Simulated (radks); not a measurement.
Spin polarisation of the 5s1 shell in In2+. Start: [Kr] 4d10 5s(up 0.5, down 0.5); electrons of 5s are moved from spin down to spin up, other shells keep equal spins. Calculated with a radial shooting solver on a logarithmic mesh with Libxc functionals: scalar-relativistic Kohn-Sham, r2SCAN, spin-polarised, spherical densities, finite nucleus; meta-GGA in the generalised Kohn-Sham scheme; Fermi nuclear charge, rms radius of each element as measured or else 0.836 A^(1/3) + 0.57 fm.

moment (Bohr magnetons),E - E(0) (eV),e(5s up) (eV),e(5s down) (eV),4d down minus up (eV),4p down minus up (eV),4s down minus up (eV)
0,0.000,-23.404,-23.404,0.000,0.000,0.000
0.25,-0.033,-23.637,-23.118,0.077,0.021,0.018
0.5,-0.130,-23.873,-22.840,0.154,0.042,0.036
0.75,-0.292,-24.125,-22.560,0.233,0.062,0.054
1,-0.522,-24.371,-22.240,0.314,0.082,0.070

At moment 1 the spin-polarisation energy is -0.522 eV and the 5s exchange splitting 2.131 eV, that is 2.131 eV per Bohr magneton; E = -I m^2/4 would give I = 2.088 eV.
